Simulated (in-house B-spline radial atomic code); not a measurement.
Response of Tl⁺ as one setting changes: the radius of a hard wall (bohr). Method: PBE0. A dash marks a strongly mixed or unbound state. A box has no continuum, so excitations may lie above minus the highest level. Computed with a B-spline radial code for spherical atoms: linear response of the closed shell [Xe] 4f14 5d10 6s2 with the functional's adiabatic kernel; scalar-relativistic (spin-free one-electron X2C), finite nucleus, no spin-orbit coupling, no double excitations, S, P, D and F terms only; shells from n = 4 respond. Only terms of natural parity with L up to 3 were computed.

Spin-orbit coupling is strong here, so these LS terms don't match observed levels.

```json
{"radius of a hard wall (bohr)": "2.5", "lowest 1P (eV)": "6s → 6p 27.103", "lowest 3P, Tamm-Dancoff (eV)": "6s → 6p 23.327", "minus highest occupied level (eV)": "-19.966", "α (bohr³)": "3.675"}
{"radius of a hard wall (bohr)": "3", "lowest 1P (eV)": "6s → 6p 19.315", "lowest 3P, Tamm-Dancoff (eV)": "6s → 6p 15.914", "minus highest occupied level (eV)": "1.524", "α (bohr³)": "6.131"}
{"radius of a hard wall (bohr)": "3.5", "lowest 1P (eV)": "6s → 6p 15.143", "lowest 3P, Tamm-Dancoff (eV)": "6s → 6p 12.081", "minus highest occupied level (eV)": "10.111", "α (bohr³)": "8.874"}
{"radius of a hard wall (bohr)": "4", "lowest 1P (eV)": "6s → 6p 12.785", "lowest 3P, Tamm-Dancoff (eV)": "6s → 6p 9.992", "minus highest occupied level (eV)": "13.851", "α (bohr³)": "11.6"}
{"radius of a hard wall (bohr)": "4.5", "lowest 1P (eV)": "6s → 6p 11.376", "lowest 3P, Tamm-Dancoff (eV)": "6s → 6p 8.792", "minus highest occupied level (eV)": "15.570", "α (bohr³)": "14.08"}
{"radius of a hard wall (bohr)": "5.5", "lowest 1P (eV)": "6s → 6p 9.941", "lowest 3P, Tamm-Dancoff (eV)": "6s → 6p 7.646", "minus highest occupied level (eV)": "16.775", "α (bohr³)": "17.78"}
{"radius of a hard wall (bohr)": "6.5", "lowest 1P (eV)": "?", "lowest 3P, Tamm-Dancoff (eV)": "?", "minus highest occupied level (eV)": "?", "α (bohr³)": "?"}
{"radius of a hard wall (bohr)": "8", "lowest 1P (eV)": "?", "lowest 3P, Tamm-Dancoff (eV)": "?", "minus highest occupied level (eV)": "?", "α (bohr³)": "?"}
{"radius of a hard wall (bohr)": "10", "lowest 1P (eV)": "6s → 6p 8.984", "lowest 3P, Tamm-Dancoff (eV)": "6s → 6p 7.025", "minus highest occupied level (eV)": "17.124", "α (bohr³)": "20.72"}
{"radius of a hard wall (bohr)": "15", "lowest 1P (eV)": "6s → 6p 8.976", "lowest 3P, Tamm-Dancoff (eV)": "6s → 6p 7.022", "minus highest occupied level (eV)": "17.124", "α (bohr³)": "20.72"}
```

(1) What belongs in the row for 6.5?

(2) What belongs in the row for 8?

Answers

(1) lowest 1P (eV): 6s → 6p 9.350; lowest 3P, Tamm-Dancoff (eV): 6s → 6p 7.228; minus highest occupied level (eV): 17.051; α (bohr³): 19.69.

(2) lowest 1P (eV): 6s → 6p 9.055; lowest 3P, Tamm-Dancoff (eV): 6s → 6p 7.055; minus highest occupied level (eV): 17.118; α (bohr³): 20.58.
